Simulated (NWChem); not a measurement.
Species: C$_{3}$H$_{5}$NOSi; SMILES N#C[C@@H]([SiH3])C=O

```xyz
11

N      0.9050    -2.5355     0.1331
C      0.6047    -1.4462    -0.1385
C      0.2171    -0.0731    -0.4277
Si    -1.6404     0.2051     0.0690
C      1.0841     0.9520     0.3015
O      1.1969     2.0945    -0.0733
H      0.2764     0.1284    -1.5046
H     -2.4522    -0.8435    -0.5908
H     -1.7502     0.1020     1.5434
H     -2.0312     1.5558    -0.3945
H      1.5777     0.5821     1.2237
```
Atoms are numbered in this order, from 1.

Computed with NWChem. Coordinates come from a B3LYP/6-31G* (spherical d) optimisation. Hybrids' shares of exact exchange are those that their runs print; pure functionals count as 0. The functionals differ in more than this share.

| row | share of exact exchange | highest occupied level (eV) |
|---|---|---|
| PBE/def2-TZVP | 0.00 | -6.70 |
| TPSSh/def2-TZVP | 0.10 | -7.40 |
| B3LYP/def2-TZVP | 0.20 | -8.03 |
| PBE0/def2-TZVP | 0.25 | -8.26 |
| PW6B95/def2-TZVP | 0.28 | withheld |

Task: Fit a straight line of the last column on the one before it, predict the withheld value, and compare with the run.

Result: 
1. Means of the 4 shown rows: x = 0.138, y = -7.598. Slope Σ(x − x̄)(y − ȳ)/Σ(x − x̄)² = -0.2324/0.03688 = -6.302; intercept -6.731.
2. The shown rows scatter about the line by 0.039 (root mean square); the largest residual is +0.05, at PBE0/def2-TZVP.
3. At x = 0.28 (PW6B95/def2-TZVP; beyond the shown range) the line gives -8.50.
4. The run gives -8.41, +0.09 from the line, 2.3 times the scatter.
